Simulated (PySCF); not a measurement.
**Si⁺ (silicon, charge +1) across methods**

[Ne] 3s2 3d1, 2D determinant (an excited configuration). Calculation: PySCF 2.14, in aug-cc-pwCVTZ (8s7p5d3f, 75 functions); no relativity, point nucleus.

| method | E (hartree) | mean ε 3s α (eV) | mean ε 3s β (eV) | mean ε 3d α (eV) | Σ⟨r²⟩ (bohr²) | ⟨S²⟩ |
| --- | --- | --- | --- | --- | --- | --- |
| LDA | -287.6157 | -21.298 | -20.838 | -5.488 | 28.70 | 0.750 |
| r2SCAN | -288.7310 | -21.166 | -20.915 | -5.665 | 28.50 | 0.751 |
| M06 | -288.7671 | -22.373 | -21.923 | -5.930 | 29.21 | 0.750 |
| B3LYP | -288.7968 | -22.100 | -21.769 | -5.997 | 29.01 | 0.751 |
| PBE0 | -288.6449 | -22.284 | -21.882 | -6.113 | 28.91 | 0.751 |
| PBE | -288.6309 | -21.085 | -20.649 | -5.666 | 28.40 | 0.751 |
| TPSSh | -288.7788 | -21.595 | -21.140 | -5.830 | 28.44 | 0.751 |
| UHF | -288.24567 | -25.163 | -24.778 | -6.881 | 31.90 | 0.751 |
| BLYP | -288.7991 | -20.974 | -20.631 | -5.529 | 28.67 | 0.751 |

The outer electron is Rydberg-like, and this basis confines it to a smaller radius and binds it less than a complete one would.
